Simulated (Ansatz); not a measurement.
The same path of AlClH4OSi (8 atoms, charge 0, multiplicity 1) was run twice with different band settings. Lost on the way: Al1–H7. Made: O2–H7.

Method: Ansatz 0.2.0, RKS B3LYP-D4/6-31G*.

Relaxed end points:

```xyz
8
Properties=species:S:1:pos:R:3
Al 0.561 0.077 -0.273
O 0.430 -0.216 1.387
Si -0.324 -0.508 2.827
H -1.421 -1.499 2.657
H 0.662 -1.049 3.798
H -0.896 0.751 3.376
H 1.959 0.228 -0.961
Cl -1.206 0.237 -1.416
```

```xyz
8
Properties=species:S:1:pos:R:3
Al 0.335 0.267 -1.080
O 0.815 -0.231 0.991
Si -0.177 -0.448 2.388
H -1.101 -1.579 2.179
H 0.798 -0.779 3.462
H -0.875 0.811 2.711
H 1.764 -0.363 1.144
Cl -1.795 0.341 -0.400
```

Common settings: movable images 9; climbing image yes; spring 5.0 eV/Å²; optimiser quadratic models (default); force threshold 0.03 eV/Å; end points relaxed.

| run | start path | iteration limit |
| --- | --- | --- |
| 1 | through a guess of the saddle point | 41 |
| 2 | straight line | 49 |

**Question.** What does each run give, and how far can it be trusted?

**Answer.** Run 1: converged after 26 iterations, highest image 3.004 eV above the first end. Neighbouring images differ by up to 1.5 eV, so the band resolves the path poorly. A vibrational analysis at the climbing image gives one clearly imaginary mode, 1471i cm⁻¹: a first-order saddle point.
Run 2: converged after 14 iterations, highest image 3.007 eV above the first end. Neighbouring images differ by up to 1.2 eV, so the band resolves the path poorly. Another band between the same ends (9 images) ends at a top of the same energy, where a vibrational analysis finds 1 clearly imaginary mode.
The orbitals stay closed-shell, which can raise the energy where a bond breaks towards radicals; this wasn't checked here.
